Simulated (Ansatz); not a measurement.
Relaxation of ClF$_{3}$H$_{2}$W (7 atoms, charge 0, multiplicity 1), to a largest force component of 0.03 eV/Å in at most 50 steps.

Method: Ansatz 0.2.0, RKS PBE/def2-SVP.

```xyz
7
Properties=species:S:1:pos:R:3:forces:R:3
W 0.036 -0.114 0.112 0.33 -0.02 0.63
Cl 0.159 -0.557 2.436 -0.04 0.11 -0.66
H 1.555 0.526 0.568 -0.30 -0.11 -0.05
H 0.537 1.278 -0.703 -0.02 -0.04 -0.03
F -1.487 0.874 0.525 -0.01 0.05 0.05
F 0.983 -1.677 -0.246 0.04 -0.01 0.03
F -0.692 -0.461 -1.600 0.01 0.03 0.03
```

Task: Where does it end, and by what steps?

Result: The forces met the threshold. After 5 steps the energy has fallen by 0.023 eV; Cl2 moved furthest, 0.05 Å.

```csv
step,energy less start (eV),largest force component (eV/Å),accepted
0,0.0000,0.662,yes
1,-0.0155,0.271,yes
2,-0.0217,0.038,yes
3,-0.0178,0.134,no
4,-0.0231,0.045,yes
5,-0.0232,0.020,yes
```

```xyz
7
Properties=species:S:1:pos:R:3
W 0.037 -0.118 0.122
Cl 0.142 -0.579 2.393
H 1.527 0.532 0.584
H 0.537 1.260 -0.718
F -1.460 0.914 0.537
F 1.019 -1.659 -0.247
F -0.711 -0.480 -1.580
```

Whether the end is a true minimum wasn't checked by a vibrational analysis.

The run took 17 s on 2 threads of Intel(R) Xeon(R) Platinum 8259CL CPU @ 2.50GHz (Skylake/Cascade Lake) (shared host), peak memory 0.16 GiB.
